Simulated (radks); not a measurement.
The selenium ion Se12+, configuration [Ar] 3d4. All-electron calculation, scalar-relativistic Kohn-Sham, PBEsol, spin-polarised, spherical densities, finite nucleus; open shells are filled with parallel spins first; Fermi nuclear charge, rms radius 4.14 fm. Program: a radial shooting solver on a logarithmic mesh with Libxc functionals.

Normalised radial functions P(r) = r R(r), r in bohr:

r	3p down
0.002888	0.0047
0.004074	0.0088
0.005701	0.0162
0.007978	0.0298
0.01116	0.0542
0.01575	0.0980
0.02204	0.1699
0.03083	0.2828
0.04315	0.4433
0.06086	0.6411
0.08517	0.8025
0.1192	0.8007
0.1668	0.4735
0.2352	-0.2475
0.3292	-1.0679
0.4606	-1.4946
0.6446	-1.2358
0.9093	-0.5945
1.272	-0.1532
1.78	-0.0167

3p down: eigenvalue -453.18 eV, 1 radial node at r = 0.212 bohr, <r> = 0.538 bohr, 90 % of the charge inside 0.807 bohr.
